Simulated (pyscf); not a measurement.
**H₃Si–Te–Al(Cl)–Cl, singlet**

Gas-phase minimum from PySCF at ωB97X-D3(BJ)/def2-SVP, one conformer. 

```
Si
H 1 1.4853
H 1 1.4853 2 110.64
H 1 1.4883 2 110.07 3 121.86
Te 1 2.4932 2 110.48 4 115.48
Al 5 2.4599 1 90.75 2 61.64
Cl 6 2.0855 5 122.02 1 179.62
Cl 6 2.0928 7 118.41 5 179.97
```

Properties at ωB97X-D3(BJ)/def2-SVP:

| Property | Result |
|---|---|
| Harmonic wavenumbers, unscaled | 34, 84, 124, 131, 161, 179, 291, 359, 550, 580, 587, 630, 911, 951, 953, 2270, 2284, 2292 cm⁻¹ |
| Zero-point energy | 19.1 kcal/mol |
| Rotational symmetry number | 1 |
| Entropy of this conformer at 298 K and 1 atm, rigid rotor and harmonic oscillator, modes under 100 cm⁻¹ raised to 100 | 401.9 J/(mol K) |
| Dipole moment | 1.40 D |

Single-point totals, which compare only within one level:

| level | total energy (hartree) |
|---|---|
| ωB97X-D3(BJ)/def2-TZVP | -1722.56305 |
| PBE/def2-TZVP | -1721.72098 |
| r²SCAN/def2-TZVP | -1722.39351 |
| B3LYP-D3(BJ)/def2-TZVP | -1722.57976 |
| PBE0-D3(BJ)/def2-TZVP | -1721.88200 |
| M06-2X/def2-TZVP | -1722.24615 |
| ωB97M-D3(BJ)/def2-TZVP | -1722.64908 |

The lowest mode is so soft that the shape along it may change with the basis. Soft torsions are taken as harmonic, which can shift the entropy by several J/(mol K). Elements past Kr carry the def2 core potentials, without spin-orbit coupling.
